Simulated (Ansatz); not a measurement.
Geometry optimisation, Ansatz, DFT LDA, scalar-relativistic, plane waves, PAW.

input.yaml

```yaml
crystal:
  lattice:
    - [0.0, 5.43, 5.43]
    - [5.43, 0.0, 5.43]
    - [5.43, 5.43, 0.0]
  atoms:
    - { symbol: Si, position: [0.0, 0.0, 0.0] }
    - { symbol: Si, position: [0.125, 0.125, 0.125] }
    - { symbol: Si, position: [0.0, 0.0, 0.5] }
    - { symbol: Si, position: [0.125, 0.125, 0.625] }
    - { symbol: Si, position: [0.0, 0.5, 0.0] }
    - { symbol: Si, position: [0.125, 0.625, 0.125] }
    - { symbol: Si, position: [0.0, 0.5, 0.5] }
    - { symbol: Si, position: [0.125, 0.625, 0.625] }
    - { symbol: Si, position: [0.5, 0.0, 0.0] }
    - { symbol: Si, position: [0.625, 0.125, 0.125] }
    - { symbol: Si, position: [0.5, 0.0, 0.5] }
    - { symbol: Si, position: [0.625, 0.125, 0.625] }
    - { symbol: Si, position: [0.5, 0.5, 0.0] }
    - { symbol: Si, position: [0.625, 0.625, 0.125] }
    - { symbol: Si, position: [0.5, 0.5, 0.5] }
    - { symbol: Si, position: [0.625, 0.625, 0.625] }
    - { symbol: Li, position: [0.8815618, 0.8863424, 0.8635063], spin: 1.0 }
magnetization:
  spin_polarized: true
basis:
  ecutwfc: 420.0
kpoints:
  mp_grid: { grid: [2, 2, 2] }
hamiltonian:
  xc: lda
scf:
  occupations: { method: fermi_dirac, width: 0.05 }
  lower_state_search: "off"
relax:
  f_tol: 0.08
  max_steps: 25
  adjacent_minimum: "off"
```

Command:

```bash
$ ansatz run input.yaml --threads 1 --pin off --max-ram 3072MiB --backend cpu --events-out ev --progress --plain --runs-dir out
```

Question: Where does it end, and by what steps?

Answer: The run converged. The threshold is loose, so the end isn't yet a minimum. Limits of this set-up: coarse k mesh. After 2 steps the energy has fallen by 0.138 eV; Li17 moved furthest, 0.07 Å.

| step | energy less start (eV) | largest force component (eV/Å) | accepted |
| --- | --- | --- | --- |
| 0 | 0.0000 | 0.707 | yes |
| 1 | -0.1239 | 0.211 | yes |
| 2 | -0.1382 | 0.057 | yes |

```xyz
17
Lattice="0.0000 5.4300 5.4300 5.4300 0.0000 5.4300 5.4300 5.4300 0.0000" Properties=species:S:1:pos:R:3
Si 0.034 0.033 0.035
Si 1.358 1.354 1.372
Si 2.679 2.678 0.037
Si 4.072 4.072 1.379
Si 2.691 0.023 2.693
Si 4.075 1.375 4.076
Si 5.443 2.701 2.704
Si 6.769 4.069 4.077
Si 0.027 2.688 2.690
Si 1.376 4.074 4.075
Si 2.701 5.443 2.703
Si 4.070 6.768 4.076
Si 2.703 2.703 5.443
Si 4.073 4.071 6.773
Si 5.442 5.442 5.444
Si 6.787 6.788 6.787
Li 9.501 9.493 9.536
```

Whether the end is a true minimum wasn't checked by a vibrational analysis.

Run time: 33 s on 1 thread of Arm Neoverse V2 (shared host), peak memory 0.63 GiB.
